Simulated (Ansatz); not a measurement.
Gas-phase reaction in SMILES: [SiH3]N[SiH3] → [SiH3] (SiH3) + [NH][SiH3] (the N-Si bond at the site shown breaks; other sites are not compared here)
Each molecule is optimised on its own at B3LYP-D3(BJ)/def2-TZVP (Ansatz, a first-principles code).
Geometry of the first species:
```
N
H 1 1.0119
Si 1 1.7300 2 115.20
Si 1 1.7300 2 115.20 3 -175.84
H 3 1.4786 1 107.45 2 171.58
H 4 1.4786 1 107.45 2 -171.58
H 3 1.4834 5 110.01 1 120.46
H 4 1.4834 6 110.01 1 -120.46
H 3 1.4851 5 108.83 7 117.17
H 4 1.4851 6 108.83 8 -117.17
```

Wanted: bond dissociation energy (electronic energy difference), in kcal/mol. Correlated levels leave the core frozen unless marked. UHF or UKS for open shells. Spin-orbit coupling is left out. No relativistic terms. CBS(X,Y): correlation extrapolated as X^-3; Hartree-Fock from the larger set. The bracket is a focal-point correction in the basis named.

Level to compare with: RI-MP2/CBS(aug-cc-pV(T+d)Z,aug-cc-pV(Q+d)Z)+[CCSD(T)-MP2]/aug-cc-pV(T+d)Z (Ansatz), 114.2 kcal/mol. It is a level with limits of its own, and the differences hold the functionals' basis error too.

Task: Rank these functionals by how close they come to RI-MP2/CBS(aug-cc-pV(T+d)Z,aug-cc-pV(Q+d)Z)+[CCSD(T)-MP2]/aug-cc-pV(T+d)Z, closest first: r2SCAN/def2-TZVPD (Ansatz); CAM-B3LYP/def2-TZVPD (Ansatz); revPBE/def2-TZVPD (Ansatz).

Result: CAM-B3LYP/def2-TZVPD (range-separated hybrid, 108.2 kcal/mol, difference -6.0), r2SCAN/def2-TZVPD (meta-GGA, 104.2 kcal/mol, difference -10.0), revPBE/def2-TZVPD (GGA, 98.6 kcal/mol, difference -15.6)
